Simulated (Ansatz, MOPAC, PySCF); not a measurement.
Donor–acceptor adduct: BH3 (SMILES B) (first 4 atoms) with H2S (SMILES S); geometry from B3LYP-D3(BJ)/def2-TZVP, rigid monomers moved along the line of their centres of mass till B1···S5 is 2.33 Å.
(charge 0, multiplicity 1):
```json
[
 {"atom": "B", "x (Å)": "-0.4494", "y (Å)": "-0.3252", "z (Å)": "0.6695"},
 {"atom": "H", "x (Å)": "0.4057", "y (Å)": "-0.8871", "z (Å)": "0.0385"},
 {"atom": "H", "x (Å)": "-1.2478", "y (Å)": "-1.0569", "z (Å)": "1.1911"},
 {"atom": "H", "x (Å)": "-0.8794", "y (Å)": "0.6904", "z (Å)": "0.2021"},
 {"atom": "S", "x (Å)": "0.7877", "y (Å)": "0.3199", "z (Å)": "2.5393"},
 {"atom": "H", "x (Å)": "-0.0409", "y (Å)": "1.1625", "z (Å)": "3.1842"},
 {"atom": "H", "x (Å)": "1.5519", "y (Å)": "1.3259", "z (Å)": "2.0742"}
]
```

Interaction energies are E(AB) − E(A) − E(B) at the monomers' geometry in the complex; basis-set methods are counterpoise corrected. Rows marked so take none.

Cores are frozen in the correlated methods. CBS(a, b) extrapolates the correlation energy as X⁻³ and adds the Hartree–Fock energy of set b. Rows in 6-311+G**, 6-31G*, STO-3G carry no dispersion term and start afresh at each structure (6-31G* with six Cartesian d functions). MP2/6-31G* freezes PySCF's default core. The state that PM3, PM6 reach isn't checked.

Run with Ansatz (a first-principles code); MOPAC for PM3, PM6 (differences of heats of formation); PySCF for 6-311+G** rows, 6-31G* rows, STO-3G rows, the dispersion terms. 

Other levels give for the interaction energy: PBE/def2-TZVPPD -975.1; B3LYP/def2-TZVPPD -755.3; B3LYP-D3(BJ)/def2-TZVPPD -852.8; wB97M-V/def2-TZVPPD -844.1; CCSD(T)/CBS(aug-cc-pV(D+d)Z, aug-cc-pV(T+d)Z) -798.3 meV.

What do these common cheap choices give for the same quantity: PM3, PM6, HF/STO-3G (no counterpoise), HF/6-31G*, BP86/6-31G* (no counterpoise), B3LYP/6-31G*, B3LYP/6-311+G** (no counterpoise), MP2/6-31G* (no counterpoise)?

PM3 -1704.5; PM6 -1143.9; HF/STO-3G (no counterpoise) -1301.5; HF/6-31G* -411.3; BP86/6-31G* (no counterpoise) -900.7; B3LYP/6-31G* -727.1; B3LYP/6-311+G** (no counterpoise) -744.7; MP2/6-31G* (no counterpoise) -778.0 meV. They span -1704.5 to -411.3 meV.
